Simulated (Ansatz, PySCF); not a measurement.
The pair A = ethylamine (SMILES CCN) (first 10 atoms), B = NH3 (SMILES N); geometry from B3LYP-D3(BJ)/def2-TZVP.
(charge 0, multiplicity 1):
```
atom    x (Å)    y (Å)    z (Å)
----  -------  -------  -------
C      1.3411   0.2681   0.3568
C     -0.1120   0.6768   0.1757
N     -1.0094  -0.3729   0.6788
H      2.0087   1.0483  -0.0130
H      1.5587   0.0941   1.4108
H      1.5605  -0.6468  -0.2013
H     -0.2981   0.9239  -0.8788
H     -0.3093   1.5816   0.7555
H     -1.9799  -0.1173   0.5373
H     -0.8553  -1.2390   0.1737
N      0.0163  -0.1756   3.6986
H      0.2881  -1.0676   4.0964
H     -0.6732   0.2289   4.3221
H     -0.4417  -0.3638   2.8062
```

Frozen-core correlation.

Run with Ansatz (Gaussian basis) for Hartree–Fock, density functionals and correlated methods; PySCF for the dispersion terms. Values without a source in brackets are computed.

The monomers are drawn apart, rigid, along the line of their centres of mass. Counterpoise-corrected interaction energies (kcal/mol):

```
level                   R = 4.218 Å  R = 5.099 Å
----------------------  -----------  -----------
PBE/def2-TZVPPD             -1.9597      -0.7472
PBE-D3(BJ)/def2-TZVPPD      -2.4722      -0.9397
wB97M-V/def2-TZVPPD         -2.1707      -0.8430
CCSD(T)/aug-cc-pVDZ         -2.1225      -0.8360
```

Task: R is the distance of the centres of mass. Find the local exponent m of E ∝ R⁻ᵐ between the two points.

Result: 
m = ln(E₁/E₂)/ln(R₂/R₁): PBE/def2-TZVPPD 5.1; PBE-D3(BJ)/def2-TZVPPD 5.1; wB97M-V/def2-TZVPPD 5.0; CCSD(T)/aug-cc-pVDZ 4.9. For scale, two fixed dipoles give m = 3, dipole and quadrupole 4, quadrupoles 5, and dispersion or dipole-induced dipole 6 at long range; at these distances several terms mix, and what is left of overlap and damping shifts m, so it need not match one of them.

Ansatz is a quantum-chemistry and plane-wave program.
